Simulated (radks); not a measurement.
Question: All-electron atom: the cobalt ion Co5+ in [Ar] 3d(3/2: 3, 5/2: 1). Calculated with a radial shooting solver on a logarithmic mesh with Libxc functionals: Dirac Kohn-Sham, PBE, spin-unpolarised, spherical densities, finite nucleus; Fermi nuclear charge, rms radius 3.7875 fm. Some entries of the table are withheld. Estimate them.

| orbital | occ. | eigenvalue (eV) | <1/r> (bohr^-1) | <r> (bohr) |
|---|---|---|---|---|
| 1s1/2 | 2 | -7680.030 | 27.03 | 0.05619 |
| 2s1/2 | 2 | -989.2790 | 5.839 | 0.2552 |
| 2p1/2 | 2 | -870.0296 | 5.786 | 0.2228 |
| 2p3/2 | 4 | -855.2173 | 5.675 | 0.2259 |
| 3s1/2 | 2 | (1) | 1.894 | 0.7506 |
| 3p1/2 | 2 | (2) | 1.784 | 0.7713 |
| 3p3/2 | 4 | (3) | 1.759 | 0.7792 |
| 3d3/2 | 3 | -89.1928 | (4) | 0.8279 |
| 3d5/2 | 1 | -88.9224 | (5) | 0.8305 |

Answer: 
(1) 3s1/2 eigenvalue (eV): -186.6202
(2) 3p1/2 eigenvalue (eV): -150.4016
(3) 3p3/2 eigenvalue (eV): -148.3673
(4) 3d3/2 <1/r> (bohr^-1): 1.519
(5) 3d5/2 <1/r> (bohr^-1): 1.513
